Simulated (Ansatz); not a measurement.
Gas-phase electronic energies from Ansatz, PBE0-D4/def2-TZVP geometries. CCSD(T)/CBS is the MP2 limit (def2-TZVPP, def2-QZVPP) plus CCSD(T) − MP2 in def2-TZVPP, frozen cores. This one scheme is used for every species. DFT in def2-TZVPP. B3LYP here is the variant with VWN-RPA as its local correlation; programs differ in this. For Ga outer-core shells are correlated without core-valence functions, which leaves a few kJ/mol of doubt a bond. Scalar relativity is left out up to krypton. Each species was taken in one conformer, which may not be the lowest.

Consider the hydrogenolysis of a C–Si bond: `[CH3][GaH]/[N]=C\[SiH3]` + H₂ → `C=[N][GaH][CH3]` + SiH₄.

| level | ΔE (kcal/mol) |
| --- | --- |
| r2SCAN-D4 | -6.5 |
| B3LYP-D4 | -6.9 |
| PBE | -7.2 |
| B3LYP | -9.8 |
| HF/def2-TZVPP | -14.3 |
| CCSD/def2-TZVPP | -9.4 |
| HF/CBS(def2) | -14.3 |
| CCSD/CBS(def2) | -8.4 |

Q: What does CCSD(T)/CBS give? (Estimate.)

A: Ansatz gave: -7.0 kcal/mol. The listed levels differ from it by 0.5, 0.1, -0.2, -2.8, -7.3, -2.4, -7.3, -1.4 kcal/mol.

Largest T1 diagnostic among the species: 0.015.

The D4 term adds +2.8 kcal/mol with B3LYP and +1.6 kcal/mol with PBE0; it sums over pairs of atoms, weighted by their polarisabilities, and B3LYP, whose exchange is more repulsive, gets the larger term. In def2-TZVPP, CCSD(T) changes the Hartree–Fock value by +6.4 kcal/mol (the triples alone add +1.5 kcal/mol) and MP2 by +7.5 kcal/mol.
